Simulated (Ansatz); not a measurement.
Mulliken charges of CH4SZn, SMILES `S[CH2][ZnH]` from r2SCAN/def2-TZVPP in Ansatz (PBE0-D4/def2-TZVP geometry).

```tsv
atom	x (Å)	y (Å)	z (Å)	charge (e)
S1	-1.547	0.658	-0.430	-0.192
C2	-0.127	0.309	0.656	-0.207
Zn3	1.296	-0.458	-0.435	0.270
H4	-1.668	-0.546	-1.010	0.083
H5	-0.443	-0.268	1.526	0.084
H6	0.187	1.292	1.016	0.093
H7	2.363	-1.055	-1.368	-0.130
```

Task: By hand: the dipole of these point charges (1 e Å = 4.8032 D).

Result: Σ q r = (0.208, -0.124, 0.146) e Å, of length 0.283 e Å = 1.36 D.

Task: How does the dipole of the full density compare? (An estimate is asked.)

Result: Computed: (0.179, -0.145, 0.179) e Å, 1.40 D; the point charges give 0.97 times that, at 10° from its direction.

Point charges leave out the atoms' own dipoles, such as those of lone pairs, and Mulliken's split depends on the basis, so the close match here is no proof of good charges.
